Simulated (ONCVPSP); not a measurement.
barium (Ba), ONCV: configuration errors across variants

ONCVPSP 4.0.1 input, shortened (lines: element, Z, core and valence counts, functional; n l f; lmax; l rc ep ncon nbas qcut; lloc lpopt rc5 dvloc0; l nproj debl; icmod fcfact rcfact), PBE, scalar-relativistic:

```
  Ba 56.00    9    3        4      upf
    1    0    2.00
    2    0    2.00
    2    1    6.00
    3    0    2.00
    3    1    6.00
    3    2   10.00
    4    0    2.00
    4    1    6.00
    4    2   10.00
    5    0    2.00
    5    1    6.00
    6    0    2.00
    2
    0    2.85    0.00    3    7    5.00
    1    1.80    0.00    4    7    5.40
    2    2.60    0.39    5   10    4.30
    4    5    1.45    2.00
    0    3    1.40
    1    2    1.10
    2    2    1.30
    0    0.00    0.00
```

In the d channel the program set the typed energies aside and used 0.050, 1.350 Ha.

All-electron excitation energies from the reference (eV): (1) 5s2 5p6 6s1 5.362; (2) 5s2 5p6 6s0 15.344; (3) 5s2 5p6 6s1.5 2.136; (4) 5s2 5p6 6s0 6p2 4.141.

Errors AE − PS in meV (a dash: test not solved or not reliable):

```json
{"change": "base", "(1)": "-0.6", "(2)": "-1.9", "(3)": "-0.2", "(4)": "+0.6", "bound ghosts": "none", "GHOST(+) flags above zero": "s"}
{"change": "s: rc 2", "(1)": "-0.5", "(2)": "-0.9", "(3)": "-0.2", "(4)": "+0.4", "bound ghosts": "none", "GHOST(+) flags above zero": "s"}
{"change": "s: rc 2.18", "(1)": "-0.5", "(2)": "-1.1", "(3)": "-0.2", "(4)": "+0.5", "bound ghosts": "none", "GHOST(+) flags above zero": "s"}
{"change": "s: rc 2.54", "(1)": "-0.6", "(2)": "-1.4", "(3)": "-0.2", "(4)": "+0.8", "bound ghosts": "none", "GHOST(+) flags above zero": "s"}
{"change": "s: rc 2.7", "(1)": "-0.6", "(2)": "-1.6", "(3)": "-0.2", "(4)": "+0.7", "bound ghosts": "none", "GHOST(+) flags above zero": "s"}
{"change": "s: rc 2.92", "(1)": "-0.7", "(2)": "-2.1", "(3)": "-0.2", "(4)": "+0.5", "bound ghosts": "none", "GHOST(+) flags above zero": "s"}
{"change": "s: rc 3.18", "(1)": "-0.8", "(2)": "-2.8", "(3)": "-0.3", "(4)": "0.0", "bound ghosts": "none", "GHOST(+) flags above zero": "s"}
{"change": "s: rc 3.38", "(1)": "-0.8", "(2)": "-3.0", "(3)": "-0.3", "(4)": "-0.4", "bound ghosts": "none", "GHOST(+) flags above zero": "s"}
{"change": "s: rc 3.64", "(1)": "-0.8", "(2)": "-2.5", "(3)": "-0.3", "(4)": "-0.3", "bound ghosts": "none", "GHOST(+) flags above zero": "s"}
{"change": "s: rc 3.98", "(1)": "-0.9", "(2)": "-3.4", "(3)": "-0.3", "(4)": "-1.3", "bound ghosts": "none", "GHOST(+) flags above zero": "s"}
```

Problem. Give the same row for: s: rc 4.08.

Solution. -0.9, -3.5, -0.3, -1.4; bound ghosts: none; GHOST(+) flags above zero: s.
